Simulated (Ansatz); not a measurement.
Ansatz (a program for electronic structure) input:

Ansatz 0.2 input:
```yaml
crystal:
  periodic: [false, false, false]
  atoms:
    - {symbol: Si, position_ang: [-0.01874998, -0.10841950, -0.26929664]}
    - {symbol: O, position_ang: [-0.35303730, 1.48618049, -0.28669800]}
    - {symbol: C, position_ang: [0.37833314, 2.46044631, -1.01506904]}
    - {symbol: O, position_ang: [1.48620311, -0.32750862, 0.31543927]}
    - {symbol: C, position_ang: [2.11114364, -1.58922916, 0.49469222]}
    - {symbol: O, position_ang: [-1.08178287, -0.86155627, 0.70924618]}
    - {symbol: C, position_ang: [-2.48914482, -0.86929764, 0.52514459]}
    - {symbol: H, position_ang: [-0.11425794, -0.66068261, -1.64102953]}
    - {symbol: H, position_ang: [0.47187409, 2.18420336, -2.07016023]}
    - {symbol: H, position_ang: [1.37808788, 2.58951184, -0.59415928]}
    - {symbol: H, position_ang: [-0.15963450, 3.40575871, -0.94923147]}
    - {symbol: H, position_ang: [1.62743393, -2.15102157, 1.29703047]}
    - {symbol: H, position_ang: [2.07965643, -2.18519971, -0.42297066]}
    - {symbol: H, position_ang: [3.15332772, -1.41528158, 0.76106393]}
    - {symbol: H, position_ang: [-2.92015781, -1.56526760, 1.24431976]}
    - {symbol: H, position_ang: [-2.90808785, 0.12490974, 0.69652398]}
    - {symbol: H, position_ang: [-2.75879745, -1.19749943, -0.48374022]}
basis:
  gaussian:
    orbitals: def2-TZVPD
hamiltonian:
  xc: {name: wB97M-V}
total_charge: 1
magnetization: {spin_polarized: true, initial_magnetization: 1}
```

Task: Predict the final energy.

Result: -635.22436 Eh (wB97M-V/def2-TZVPD). The basis has 364 functions.

This state (charge 1, doublet) is run at the relaxed geometry of the species with charge 0 and multiplicity 1.
